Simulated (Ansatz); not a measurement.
Species: C3H5Cl (charge 0, singlet). SMILES: C=CCCl
Coordinates optimised at B3LYP-D3(BJ)/def2-TZVP (Ansatz, a program for electronic structure):
```xyz
9

C     -2.1642    -0.0739    -0.5893
C     -1.0423    -0.6247    -0.1452
C      0.3064    -0.2573    -0.6484
Cl     1.3317     0.4369     0.6866
H     -2.1537     0.7014    -1.3467
H     -3.1319    -0.3786    -0.2132
H     -1.0721    -1.3903     0.6228
H      0.2594     0.4987    -1.4278
H      0.8592    -1.1222    -1.0096
```
Charge 0, spin multiplicity 1.

CCSD(T) with Ansatz in growing basis sets, 24 correlated electrons. Correlated levels leave the core frozen unless marked. Open shells are spin-unrestricted. No spin-orbit coupling. No relativistic terms. Costs are ratios of core time to the smallest set, on shared machines of one kind, and rough; they hold the program's checks for lower states.

| basis | functions | cost over smallest | E(corr) (Eh) | electronic atomisation energy (kcal/mol) |
|---|---|---|---|---|
| cc-pV(D+d)Z | 90 | 1× | -0.6146 | 777.0 |
| cc-pV(T+d)Z | 199 | 10× | -0.7633 | 817.1 |

Formally CCSD grows as o²v⁴ and (T) as o³v⁴; with o = 12 and v going from 70 to 179 both grow 43-fold in the last step, while integrals and the mean field grow more slowly. That step adds 148.6 mEh of correlation energy and 40.1 kcal/mol to the atomisation energy.
